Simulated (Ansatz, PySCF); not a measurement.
Process, species as SMILES: CC(N)=O -> N[C]=O + [CH3] (CH3) (the C-C bond at the site shown breaks; other sites are not compared here)
Geometries: B3LYP-D3(BJ)/def2-TZVP minima from Ansatz (an electronic-structure program), one conformer each, not searched for the lowest.
Geometry of the first species:
```xyz
9

O      0.4073     1.2798     0.2946
C      0.0816     0.1387     0.0326
N      0.9986    -0.8468    -0.1812
C     -1.3711    -0.2792    -0.0780
H      0.7349    -1.7900    -0.3981
H     -1.8457     0.3222    -0.8532
H     -1.5079    -1.3352    -0.3102
H     -1.8688    -0.0520     0.8647
H      1.9753    -0.6128    -0.1189
```
Charge 0, spin multiplicity 1.

Property: bond dissociation energy (enthalpy at 298 K, with B3LYP-D3(BJ) rigid-rotor harmonic-oscillator terms from PySCF), in kcal/mol. Correlated levels leave the core frozen unless marked. UHF or UKS for open shells. Spin-orbit coupling is left out. No relativistic terms. Basis-set limits of correlation are two-point, X^-3; Hartree-Fock from the larger set. [CCSD(T)-MP2]/basis is that difference in the basis named.

```json
[
 {"level": "HF/STO-3G", "program": "Ansatz", "bond dissociation energy (kcal/mol)": "74.9"},
 {"level": "BLYP/def2-TZVPD", "program": "Ansatz", "bond dissociation energy (kcal/mol)": "77.2"},
 {"level": "TPSSh-D4/def2-TZVPD", "program": "PySCF + dftd4", "bond dissociation energy (kcal/mol)": "81.0"},
 {"level": "MP2/6-31G", "program": "Ansatz", "bond dissociation energy (kcal/mol)": "80.5"},
 {"level": "MP2/cc-pVTZ", "program": "Ansatz", "bond dissociation energy (kcal/mol)": "89.6"},
 {"level": "CCSD/cc-pVDZ", "program": "Ansatz", "bond dissociation energy (kcal/mol)": "81.7"},
 {"level": "RI-MP2/CBS(cc-pVTZ,cc-pVQZ)+[CCSD(T)-MP2]/cc-pVTZ", "program": "Ansatz", "bond dissociation energy (kcal/mol)": "88.3"}
]
```
